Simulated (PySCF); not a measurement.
**Dipole response of Sb (antimony, neutral)**

[Kr] 4d10 5s1 5p3 6s1, high-spin 6S determinant (an excited configuration). Computed with PySCF 2.14 in aug-cc-pwCVTZ-DK3 with one added diffuse shell each of s, p, d, f type (11s10p8d5f1g, 125 functions), with scalar relativity by spin-free X2C-1e. Coupled (time-dependent) response in atomic units; α is the mean over directions.

```csv
method,mean α (bohr³),C₆ (like pair),S(−4)
PBE0,786.6,18800,522900
```

S(−4) is the Cauchy moment in α(ω) = α(0) + S(−4) ω² + …

α(iu) at PBE0:

| u (hartree) | α(iu) (bohr³) |
| --- | --- |
| 0 | 786.6 |
| 0.0500 | 305.2 |
| 0.100 | 120.2 |
| 0.200 | 46.30 |
| 0.300 | 27.90 |
| 0.500 | 14.67 |
| 0.750 | 8.535 |
| 1.00 | 5.766 |
| 1.50 | 3.341 |
| 2.00 | 2.280 |
| 3.00 | 1.314 |
| 5.00 | 0.6147 |

The outer electron is Rydberg-like, and this basis confines it to a smaller radius and binds it less than a complete one would.
